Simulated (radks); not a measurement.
Task: Species: the chlorine ion Cl10+. Configuration: [He] 2s2 2p3. All-electron calculation, scalar-relativistic Kohn-Sham, PBE, spin-unpolarised, spherical densities, point nucleus. Program: a radial shooting solver on a logarithmic mesh with Libxc functionals. Some entries of the table are withheld. Estimate them.

orbital,occ.,eigenvalue (hartree),r(max) (bohr)
1s,2,-114.5367,0.05941
2s,2,(1),0.3451
2p,3,-18.15722,(2)

Result: 
(1) 2s eigenvalue (hartree): -20.01986
(2) 2p r(max) (bohr): 0.2811
